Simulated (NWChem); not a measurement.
# CF2 cation, doublet

```xyz
3

F      1.0870     0.0000    -0.1452
C      0.0000     0.0000     0.4273
F     -1.0870     0.0000    -0.1452
```
Atoms are numbered in this order, from 1.

Results from NWChem. Spin-unrestricted. In the optimisation the excess spin sits in a1 (C2v, its own frame). Structure relaxed at the B3LYP/6-31G* (spherical d), spin-unrestricted level. No stability test was run on the SCF state. Level: B3LYP/def2-SVP with SMD (1 M gas to 1 M solution), gas-phase geometry. Reactions with the solvent are ignored.

| solvent | dielectric constant | solvation free energy (kcal/mol) | cavity-dispersion-structure term (kcal/mol) |
|---|---|---|---|
| water | 78.4 | -73.7 | 5.3 |
| chloroform | 4.71 | -59.8 | 3.1 |
| ethyl acetate | 5.99 | … | 3.4 |
| 1-octanol | 9.86 | -67.8 | 4.1 |
| ethanol | 24.9 | -73.0 | 3.8 |
| anisole | 4.22 | -57.3 | 3.7 |
| acetonitrile | 35.7 | -74.3 | 3.5 |

**Question.** Fill in the missing entries.

**Answer.** 
- ethyl acetate, solvation free energy (kcal/mol): -63.2
